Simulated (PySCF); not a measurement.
Molfile (atoms numbered from 1):
```
C5H8OSi2
     RDKit          3D

 16 15  0  0  0  0  0  0  0  0999 V2000
   -1.7850    2.7764   -1.0956 C   0  0  0  0  0  0  0  0  0  0  0  0
   -1.2548    1.7081   -1.2460 C   0  0  0  0  0  0  0  0  0  0  0  0
   -0.4675    0.0391   -1.4775 Si  0  0  1  0  0  4  0  0  0  0  0  0
    0.9524    0.0183   -0.2772 C   0  0  0  0  0  0  0  0  0  0  0  0
    1.8580   -0.0283    0.5257 C   0  0  0  0  0  0  0  0  0  0  0  0
    3.2428   -0.0948    1.7483 Si  0  0  0  0  0  4  0  0  0  0  0  0
   -1.5094   -1.1799   -1.2081 O   0  0  0  0  0  0  0  0  0  0  0  0
   -2.2180   -1.5149   -0.0576 C   0  0  0  0  0  0  0  0  0  0  0  0
   -2.2438    3.7149   -0.9660 H   0  0  0  0  0  0  0  0  0  0  0  0
   -0.1069   -0.2529   -2.8569 H   0  0  0  0  0  0  0  0  0  0  0  0
    2.7043   -0.5864    3.0208 H   0  0  0  0  0  0  0  0  0  0  0  0
    3.7888    1.2557    1.9061 H   0  0  0  0  0  0  0  0  0  0  0  0
    4.2652   -1.0121    1.2369 H   0  0  0  0  0  0  0  0  0  0  0  0
   -2.7791   -2.4282   -0.2613 H   0  0  0  0  0  0  0  0  0  0  0  0
   -2.9148   -0.7176    0.2144 H   0  0  0  0  0  0  0  0  0  0  0  0
   -1.5400   -1.6884    0.7826 H   0  0  0  0  0  0  0  0  0  0  0  0
  1  2  3  0
  2  3  1  0
  3  4  1  0
  4  5  3  0
  5  6  1  0
  3  7  1  0
  7  8  1  0
  1  9  1  0
  3 10  1  6
  6 11  1  0
  6 12  1  0
  6 13  1  0
  8 14  1  0
  8 15  1  0
  8 16  1  0
M  END
```

Gas phase, non-relativistic Hamiltonian, one averaged value for each set of equivalent atoms, a single conformation. GIAO PBE0/pcSseg-1 shieldings; structure optimised with GFN2-xTB; PySCF.

Chemical shifts δ = σref − σ; ¹³C vs TMS, all at this level.

**Question.** Do the ¹³C shifts follow the atomic charges (in e)? Tabulate both.

**Answer.** 
```json
{"atoms": "C4", "hybridisation": "sp", "δ (ppm)": "118.6", "σ para (ppm)": "-199", "Hirshfeld": "-0.15", "IAO": "-0.33", "Mulliken": "-0.29", "ESP-fitted": "-0.23"}
{"atoms": "C5", "hybridisation": "sp", "δ (ppm)": "110.5", "σ para (ppm)": "-188", "Hirshfeld": "-0.14", "IAO": "-0.30", "Mulliken": "-0.31", "ESP-fitted": "-0.17"}
{"atoms": "C1", "hybridisation": "sp", "δ (ppm)": "101.4", "σ para (ppm)": "-176", "Hirshfeld": "-0.08", "IAO": "-0.18", "Mulliken": "-0.18", "ESP-fitted": "-0.30"}
{"atoms": "C2", "hybridisation": "sp", "δ (ppm)": "87.8", "σ para (ppm)": "-163", "Hirshfeld": "-0.16", "IAO": "-0.35", "Mulliken": "-0.21", "ESP-fitted": "-0.20"}
{"atoms": "C8", "hybridisation": "sp3", "δ (ppm)": "52.1", "σ para (ppm)": "-110", "Hirshfeld": "-0.03", "IAO": "-0.20", "Mulliken": "-0.01", "ESP-fitted": "-0.09"}
```

Correlation coefficients of δ with charge over these carbons: Hirshfeld -0.73, IAO -0.46, Mulliken -0.95, ESP-fitted -0.72; with the paramagnetic shielding -1.00. Among the 4 sp carbons alone: Hirshfeld +0.01, IAO -0.00, Mulliken -0.73, ESP-fitted +0.00. With so few points, grouped by hybridisation, these coefficients are fragile. Charge is one influence among several: hybridisation and low-lying excitations act through the paramagnetic term.

Shifts are as computed. Against solution values, carbons near 30 ppm lie about +3 ppm off and those near 130 ppm about +5 ppm. Of 1211 compounds with measured shifts, 218 miss one by over three times the rms of a fit or turn the order of signals round; such compounds aren't used in these exercises.
